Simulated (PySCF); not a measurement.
Compound: C8H10P (charge -1).
Atom-mapped SMILES: `[CH2:1]=[CH:2][c:3]1[c:4]([CH3:5])[cH:6][p-:7][c:8]1[CH3:9]`

Definitions: NICS(0) = −σiso at the ring centroid; NICS(1) = −σiso and NICS(1)zz = −σzz at ±1 Å along the ring normal z. Level: GIAO PBE0/pcSseg-1 (PySCF, non-relativistic, gas phase) on the GFN2-xTB geometry, one conformer.

Ring bond lengths (Å), with Mayer bond orders in brackets: C3–C4 1.424 (1.24), C4–C6 1.372 (1.58), C6–P7 1.750 (1.19), P7–C8 1.741 (1.32), C8–C3 1.408 (1.36).

Give the NICS values of each ring in ppm.

```tsv
ring	type	NICS(0)	NICS(1), two faces	NICS(1)zz, two faces	rms pucker (Å)	centre to ring atoms, mean (Å)
C3–C4–C6–P7–C8	5-membered ring with P; formal bonds all aromatic	-10.4	-10.1 / -10.1	-24.2 / -24.3	0.00	1.30
```

What can be read from them?

- C3–C4–C6–P7–C8: mean NICS(1)zz -24.2 ppm, shielded.

And the bond-length index? HOMA = 1 − mean of α(R − Ropt)² over the ring bonds, with Krygowski's 1993 parameters (CC: Ropt 1.388 Å, α 257.7 Å⁻²; CP: Ropt 1.698 Å, α 118.91 Å⁻²).

- C3–C4–C6–P7–C8: HOMA 0.79; the largest term is that of C3–C4, α(R − Ropt)² = 0.33.

What is the mean of the two in-plane components of NICS at the first NICS(1) probe listed for ring C3–C4–C6–P7–C8, 1 Å off the ring?

The isotropic value is a third of the trace: (3 × -10.1 − (-24.2))/2 = -3.0 ppm.

What are the shieldings of the ring atoms and their hydrogens in the same run (means over atoms taken as equivalent)?

```tsv
atoms	environment	σ isotropic (ppm)	principal values of the symmetric part, first atom (ppm)
C3	substituted aromatic carbon	58.8	1.1, 23.8, 151.5
C4	substituted aromatic carbon	57.5	-21.3, 52.1, 141.7
C6	aromatic CH carbon	55.5	-48.0, 80.3, 134.2
P7	phosphorus bonded to 2 C	232.2	114.0, 189.0, 393.7
C8	substituted aromatic carbon	31.0	-98.2, 45.7, 145.6
H on C6	aromatic hydrogen	25.46	23.8, 24.6, 27.9
```

The values belong to the conformer `[CH2:1]=[CH:2][c:3]1[c:4]([CH3:5])[cH:6][p-:7][c:8]1[CH3:9]`: C1–C2–C3–C4 5°.
